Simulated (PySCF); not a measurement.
Radial density of Tl⁺ (thallium, charge +1)

UHF, [Xe] 4f14 5d10 6s2, closed-shell 1S. Computed with PySCF 2.14 in aug-cc-pVQZ-PP with one added diffuse shell each of s, p, d, f, g type with ECP60MDF (8s8p6d4f3g, 117 functions), with a scalar-relativistic core potential. This is the valence pseudo-density: the core potential removes the inner electrons and smooths the orbitals near the nucleus.

```csv
r (bohr),4πr²ρ (e/bohr)
0.0219,1.119e-05
0.0369,2.016e-05
0.0620,4.099e-05
0.104,0.0001798
0.175,0.001992
0.295,0.05795
0.496,2.543
0.835,18.22
1.40,11.21
2.36,2.290
3.97,0.2158
6.68,0.002145
```

Energies and moments cover only the electrons outside the core potential. Spin-orbit coupling, which splits the p, d and f shells strongly at this Z, is absent.
